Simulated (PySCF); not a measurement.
C₂H₇FSSi. Atoms are numbered in the order given.

```xyz
12

C      1.5616    -0.1323    -1.2551
Si     0.1219    -0.3137    -0.0825
C     -1.2581    -1.3458    -0.7972
F      0.6588    -1.0471     1.2755
S     -0.5891     1.6025     0.6220
H      1.2564     0.4028    -2.1693
H      2.3770     0.4374    -0.7838
H      1.9492    -1.1207    -1.5525
H     -2.0682    -1.4734    -0.0630
H     -1.6831    -0.8644    -1.6932
H     -0.8881    -2.3424    -1.0895
H     -0.9747     2.0033    -0.6127
```
Charge 0, spin multiplicity 1.

Coordinates come from a B3LYP-D3(BJ)/def2-SVP optimisation. The values are those of a single conformer.

Level of theory: B3LYP-D3(BJ)/def2-SVP (PySCF).

Frequencies are harmonic and unscaled.

Q: Estimate the vibrational spectrum. (Estimate from the structure and the level; the computed values follow.)

A: 
```
mode  ν (cm⁻¹)  IR (km/mol)  Raman (Å⁴/amu)  depolarisation   moving atoms (share of kinetic energy)
----  --------  -----------  --------------  --------------  ---------------------------------------
1           57         15.1             7.5            0.75                                   H 91 %
2          145          0.0             0.2            0.75                                   H 96 %
3          157          0.2             0.2            0.64                                   H 90 %
4          180          4.2             1.7            0.75           H 31 %, C 29 %, S 25 %, F 12 %
5          181          1.0             1.3            0.72           H 33 %, C 31 %, F 23 %, S 11 %
6          221          1.8             1.2            0.33          H 33 %, C 27 %, Si 20 %, F 14 %
7          248          8.4             1.6            0.63  F 35 %, S 27 %, H 16 %, C 13 %, Si 10 %
8          274         16.5             1.8            0.75          F 35 %, C 23 %, Si 21 %, H 19 %
9          475         35.0            14.1            0.10          S 40 %, Si 28 %, C 15 %, H 13 %
10         653         17.7            12.5            0.24                  C 45 %, H 36 %, Si 15 %
11         691          1.5             3.5            0.75                   H 60 %, C 32 %, Si 8 %
12         733         55.1             6.9            0.57                                   H 75 %
13         741          0.3             1.4            0.75                           H 79 %, C 21 %
14         793         10.6             2.5            0.74                   H 53 %, F 26 %, C 18 %
15         802        122.7             0.5            0.75                  Si 39 %, H 35 %, C 25 %
16         854        150.1             1.0            0.43                  H 63 %, C 22 %, Si 14 %
17         925        133.5             0.3            0.40                  Si 45 %, F 29 %, H 20 %
18        1275         41.0             0.9            0.75                           H 76 %, C 23 %
19        1278         21.4             0.4            0.47                           H 78 %, C 21 %
20        1423          0.9            10.7            0.75                                   H 96 %
21        1424          0.8            12.1            0.75                                   H 95 %
22        1431          3.6            23.1            0.75                                   H 96 %
23        1437          8.9             0.9            0.70                                   H 96 %
24        2664          2.4            97.8            0.31                                   H 97 %
25        3029          0.5             1.5            0.75                                   H 97 %
26        3031          2.6           271.7            0.01                                   H 97 %
27        3116          0.1            18.0            0.75                            H 91 %, C 9 %
28        3119         10.3           149.8            0.72                            H 91 %, C 9 %
29        3134          1.7            74.0            0.74                            H 91 %, C 9 %
30        3134          3.0            99.0            0.73                            H 91 %, C 9 %
```
